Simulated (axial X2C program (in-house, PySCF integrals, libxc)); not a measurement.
## Potential curves of SrS⁻, without spin–orbit coupling

Computed with an axial X2C code built on PySCF integrals. Spin-free means the one-electron spin-free X2C Hamiltonian. Basis: Sr dyall-acv3z [14s13p9d6f1g], S dyall-av3z [9s8p3d2f] (cores contracted in-house); Gaussian nuclei, density fitting, unrestricted open shells. Masses: Sr 87.906 u, S 31.972 u.

State: M_S = 1/2, Λ = 0 (beyond evenly filled blocks: σα). Energies in eV from the fragments at the same level (Sr + S-). Fits are polynomials in 1 − R0/R over 0.85 to 1.23 times the lowest point R0.

```tsv
R (Å)	CCSD
2.2978	-1.7318
2.3735	-2.0193
2.4492	-2.1973
2.5250	-2.2879
2.6134	-2.3078
2.7018	-2.2584
2.8154	-2.1235
```

Correlated methods: 9 electrons correlated (number of frozen shells: Sr 4 s, 3 p, 1 d; S 2 s, 1 p), 293 virtual spin orbitals or spinors in MP2, 90 natural virtuals in coupled cluster.

The state is one determinant whose occupation by symmetry is held fixed; it was picked as the lowest of a PBE0 search that is not exhaustive. Dissociation energies refer to the lowest single-determinant-based atoms at the same level and basis. CCSD ran in a truncated set of natural virtual spinors with an MP2 remainder; without triples it tends to underbind. The outer-core s and p shells of the metal are frozen in the correlated rows, which leaves out core–valence correlation; for alkali and alkaline-earth bonds that tends to lengthen them. With the outer-core shells frozen, correlated bond lengths of heavy atoms tend to come out a few hundredths of an ångström too long. Coupled cluster ran on the points near the minimum only. MP2 and coupled cluster on one determinant become unreliable at the stretched end.

Q: Fit the CCSD curve near its minimum: give the equilibrium distance, the harmonic wavenumber and the well depth.

A: At CCSD, spin-free: Re = 2.591 Å, ωe ≈ 333 cm⁻¹, De = 2.31 eV to Sr + S-; Be follows as 0.107 cm⁻¹.
